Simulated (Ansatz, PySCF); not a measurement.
Species: CNSi, charge -1, multiplicity 1. 
Geometry from a B3LYP-D3(BJ)/def2-TZVP (Ansatz, a quantum-chemistry and plane-wave program) optimisation:
```
C
N 1 1.1762
Si 1 1.8549 2 180.00
```
Charge -1, spin multiplicity 1.

Total electronic energies in hartree. Cores are frozen in the correlated levels unless marked. Spin-orbit coupling is left out. Non-relativistic. Basis-set limits of correlation are two-point, X^-3; Hartree-Fock from the larger set. The program attaches cautions to a run behind CCSDT/cc-pV(D+d)Z: other roots.

The Hartree-Fock reference is unstable (checked in the largest basis), which strains HF and MP2. 

| level | program | energy (Eh) |
|---|---|---|
| HF/cc-pV(D+d)Z | Ansatz | -381.18466 |
| BLYP/def2-TZVPD | Ansatz | -382.32625 |
| B97M-V/def2-TZVPD | Ansatz | -382.25384 |
| PBE0/def2-SVP | Ansatz | -381.88340 |
| BHLYP-D3(BJ)/def2-TZVPD | Ansatz + dftd3 | -382.28128 |
| TPSSh/def2-TZVPD | PySCF | -382.35028 |
| r2SCANh-D4/def2-TZVPD | Ansatz + dftd4 | -382.24311 |
| CAM-B3LYP/def2-TZVPD | Ansatz | -382.29662 |
| PBE-QIDH/def2-TZVPD | Ansatz | -381.99276 |
| MP2/6-31G | Ansatz | -381.34401 |
| RI-MP2/CBS(aug-cc-pV(T+d)Z,aug-cc-pV(Q+d)Z) | Ansatz | -381.7288 |
| CCSD(T)/cc-pwCVTZ | Ansatz | -381.70935 |
| CCSD(T)/aug-cc-pV(Q+d)Z | Ansatz | -381.74846 |
| CCSDT/cc-pV(D+d)Z | Ansatz | -381.58380 |
| CCSD(T)/CBS(aug-cc-pV(T+d)Z,aug-cc-pV(Q+d)Z) | Ansatz | -381.7641 |

Totals of different functionals don't rank their quality; only differences between species are comparable.
